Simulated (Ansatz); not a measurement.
Geometry optimisation, DFT PBE, scalar-relativistic, plane waves, PAW in Ansatz 0.2.0.

The input (input.yaml):

```yaml
crystal:
  lattice:
    - [10.86, 0.0, 0.0]
    - [0.0, 10.86, 0.0]
    - [0.0, 0.0, 10.86]
  atoms:
    - { symbol: Si, position: [0.5004582, 0.0042606, -0.0038072] }
    - { symbol: Al, position: [0.627219, 0.1220807, 0.1243661] }
    - { symbol: Si, position: [0.8774543, 0.376691, 0.1256464] }
    - { symbol: Si, position: [0.7488133, 0.0024088, 0.2455474] }
    - { symbol: Si, position: [0.8746617, 0.1257487, 0.373842] }
    - { symbol: Si, position: [0.0027153, -0.0028109, -0.0037372] }
    - { symbol: Si, position: [0.1271453, 0.1267905, 0.1214436] }
    - { symbol: Si, position: [0.2483805, 0.250766, 0.000927] }
    - { symbol: Si, position: [0.3783513, 0.3759404, 0.1235184] }
    - { symbol: Si, position: [0.5062054, 0.4984472, -0.0024889] }
    - { symbol: Si, position: [0.6243254, 0.620288, 0.1239245] }
    - { symbol: Si, position: [0.7478598, 0.7495678, 0.0031708] }
    - { symbol: Si, position: [0.8810758, 0.8764332, 0.128272] }
    - { symbol: Si, position: [0.2464059, -0.0060384, 0.2493162] }
    - { symbol: Si, position: [0.3743194, 0.1247623, 0.3714718] }
    - { symbol: Si, position: [0.498195, 0.2550532, 0.248893] }
    - { symbol: Si, position: [0.623597, 0.3731219, 0.3747342] }
    - { symbol: Si, position: [0.7435963, 0.4976739, 0.2496499] }
    - { symbol: Si, position: [0.8720406, 0.6259991, 0.3700075] }
    - { symbol: Si, position: [0.4985531, -0.0020431, 0.4957329] }
    - { symbol: Si, position: [0.6302574, 0.1250174, 0.624638] }
    - { symbol: Si, position: [0.7507393, 0.2504806, 0.4982972] }
    - { symbol: Si, position: [0.8754218, 0.3706374, 0.6220513] }
    - { symbol: Si, position: [0.7493905, 0.0024501, 0.7528231] }
    - { symbol: Si, position: [0.8707645, 0.1257847, 0.8742496] }
    - { symbol: Si, position: [0.0031278, 0.4977483, 0.0019866] }
    - { symbol: Si, position: [0.1282934, 0.6270727, 0.1267424] }
    - { symbol: Si, position: [0.2497342, 0.7550993, 0.0013834] }
    - { symbol: Si, position: [0.3768499, 0.8808265, 0.1240157] }
    - { symbol: Si, position: [0.0011258, 0.2489034, 0.2492602] }
    - { symbol: Si, position: [0.1266923, 0.3777779, 0.3736542] }
    - { symbol: Si, position: [0.2492006, 0.4981378, 0.2471554] }
    - { symbol: Si, position: [0.3776175, 0.6212699, 0.3776043] }
    - { symbol: Si, position: [0.4937439, 0.7495732, 0.2517399] }
    - { symbol: Si, position: [0.623037, 0.8741693, 0.3731474] }
    - { symbol: Si, position: [-3.97e-05, 0.0018208, 0.4988968] }
    - { symbol: Si, position: [0.1238661, 0.1213101, 0.6231775] }
    - { symbol: Si, position: [0.2461152, 0.2516565, 0.5026236] }
    - { symbol: Si, position: [0.3730161, 0.3717505, 0.6298132] }
    - { symbol: Si, position: [0.5030104, 0.4972572, 0.5025129] }
    - { symbol: Si, position: [0.621584, 0.6206596, 0.6253649] }
    - { symbol: Si, position: [0.747824, 0.7561747, 0.497458] }
    - { symbol: Si, position: [0.8770196, 0.8778758, 0.6262642] }
    - { symbol: Si, position: [0.2530034, -0.0001365, 0.75182] }
    - { symbol: Si, position: [0.3741742, 0.1254366, 0.8781998] }
    - { symbol: Si, position: [0.4961611, 0.2537363, 0.748935] }
    - { symbol: Si, position: [0.620322, 0.3772767, 0.8760334] }
    - { symbol: Si, position: [0.7540475, 0.5033899, 0.75103] }
    - { symbol: Si, position: [0.8746697, 0.6279186, 0.8756446] }
    - { symbol: Si, position: [-0.0042579, 0.7506688, 0.2452461] }
    - { symbol: Si, position: [0.1266743, 0.8757553, 0.3719475] }
    - { symbol: Si, position: [0.0011558, 0.5002826, 0.501748] }
    - { symbol: Si, position: [0.1240439, 0.6302905, 0.6267122] }
    - { symbol: Si, position: [0.2456996, 0.7487731, 0.5013019] }
    - { symbol: Si, position: [0.3723595, 0.8775156, 0.6260701] }
    - { symbol: Si, position: [-0.0009788, 0.2506933, 0.7510759] }
    - { symbol: Si, position: [0.1255774, 0.373935, 0.8758098] }
    - { symbol: Si, position: [0.2513984, 0.5005314, 0.7525388] }
    - { symbol: Si, position: [0.3727228, 0.6243652, 0.8727057] }
    - { symbol: Si, position: [0.4994338, 0.7507995, 0.7525012] }
    - { symbol: Si, position: [0.6218897, 0.8711424, 0.8776548] }
    - { symbol: Si, position: [0.000183, 0.7494835, 0.7513611] }
    - { symbol: Si, position: [0.1234919, 0.8734536, 0.8732386] }
total_charge: -1
basis:
  ecutwfc: 420.0
kpoints:
  mp_grid: { grid: [1, 1, 1] }
hamiltonian:
  xc: pbe
  pseudopotentials: { kind: paw, azcp: { folder: soft_1 } }
scf:
  occupations: { method: fermi_dirac, width: 0.05 }
  lower_state_search: "off"
relax:
  f_tol: 0.03
  max_steps: 60
  adjacent_minimum: "off"
output:
  write_density: true
  write_potential: true
  elf: true
  volumetric_format: npy
```

Command:

```bash
$ ansatz run input.yaml --threads 4 --pin off --max-ram 10240MiB --backend cpu --events-out ev --progress --plain --runs-dir out
```

Problem. Where does it end, and by what steps?

Solution. The run converged. The force dipped under the threshold on the way, but the program's further checks kept it going. Limits of this set-up: coarse k mesh, charged cell in a uniform background, uncorrected. After 8 steps the energy has fallen by 1.503 eV; Al2 moved furthest, 1.15 Å. Joined: Al2–Si3 (3.88 → 2.76 Å), Al2–Si25 (3.79 → 2.75 Å), Al2–Si47 (3.87 → 2.76 Å).

```tsv
step	energy less start (eV)	largest force component (eV/Å)	accepted
0	0.0000	1.326	yes
1	-1.0382	0.516	yes
2	-1.2093	0.216	yes
3	-1.2879	0.203	yes
4	-1.3715	0.187	yes
5	-1.4451	0.169	yes
6	-1.4942	0.079	yes
7	-1.5032	0.006	yes
8	-1.5032	0.006	yes
```

```xyz
63
Lattice="10.8600 0.0000 0.0000 0.0000 10.8600 0.0000 0.0000 0.0000 10.8600" Properties=species:S:1:pos:R:3
Si 5.572 0.147 -0.022
Al 7.447 2.022 0.693
Si 9.331 3.907 1.394
Si 8.161 0.148 2.567
Si 9.505 1.346 4.086
Si -0.008 -0.023 0.005
Si 1.344 1.352 1.364
Si 2.702 2.706 0.009
Si 4.054 4.081 1.369
Si 5.401 5.427 0.005
Si 6.776 6.780 1.364
Si 8.130 8.138 0.010
Si 9.505 9.490 1.369
Si 2.748 0.018 2.697
Si 4.152 1.404 3.987
Si 5.572 2.736 2.568
Si 6.770 4.081 4.085
Si 8.135 5.427 2.738
Si 9.503 6.783 4.098
Si 5.442 0.018 5.392
Si 6.776 1.352 6.795
Si 8.130 2.706 5.437
Si 9.463 4.038 6.843
Si 8.135 -0.023 8.148
Si 9.330 1.320 9.669
Si -0.108 5.327 0.064
Si 1.326 6.761 1.359
Si 2.718 8.153 0.015
Si 4.152 9.588 1.311
Si -0.009 2.710 2.739
Si 1.348 4.078 4.098
Si 2.696 5.438 2.737
Si 4.076 6.817 4.063
Si 5.442 8.183 2.698
Si 6.829 9.588 3.987
Si 0.003 -0.022 5.443
Si 1.325 1.356 6.814
Si 2.718 2.699 5.422
Si 4.042 4.078 6.792
Si 5.402 5.438 5.443
Si 6.780 6.761 6.814
Si 8.124 8.153 5.421
Si 9.503 9.477 6.792
Si 2.696 -0.022 8.137
Si 4.054 1.345 9.495
Si 5.401 2.710 8.149
Si 6.746 3.907 9.668
Si 8.076 5.327 8.248
Si 9.462 6.732 9.537
Si 0.003 8.132 2.737
Si 1.382 9.512 4.063
Si -0.031 5.404 5.477
Si 1.342 6.778 6.797
Si 2.704 8.140 5.436
Si 4.077 9.512 6.758
Si -0.109 2.651 8.249
Si 1.296 4.038 9.537
Si 2.662 5.404 8.171
Si 4.042 6.783 9.497
Si 5.402 8.132 8.137
Si 6.771 9.490 9.494
Si -0.032 8.098 8.171
Si 1.348 9.477 9.497
```

Time of the run: 47 s on 4 threads of Arm Neoverse V2 (shared host), peak memory 1.1 GiB.
